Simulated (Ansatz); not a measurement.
Calculated with Ansatz (gas phase, PBE0-D4/def2-TZVP geometries, no zero-point term in ΔE). CCSD(T)/CBS adds triple-zeta CCSD(T) − MP2 to the extrapolated MP2 energy (def2 sets, frozen cores). DFT in def2-TZVPP. Elements past krypton have def2 core potentials. For I, K outer-core shells are correlated without core-valence functions, which leaves a few kJ/mol of doubt a bond. Scalar relativity is left out up to krypton. One conformer a species, not always the lowest.

Consider the redistribution: `NC[SiH](Cl)I` + `[Cl][K]` → `NC[SiH](Cl)Cl` + `[K][I]`.

| level | ΔE (eV) |
| --- | --- |
| ωB97M-V | -0.59 |
| PBE0 | -0.56 |

(1) What does CCSD(T)/CBS give? (An estimate is asked.)

Largest T1 diagnostic among the species: 0.009.

## Answers

(1) Computed: -0.47 eV. The listed levels differ from it by -0.12, -0.09 eV.

From PBE to PBE0 (25 % exact exchange), in def2-TZVPP and without D4, ΔE moves by −0.04 eV. In def2-TZVPP, CCSD(T) changes the Hartree–Fock value by +0.13 eV (the triples alone add +0.01 eV) and MP2 by +0.15 eV.
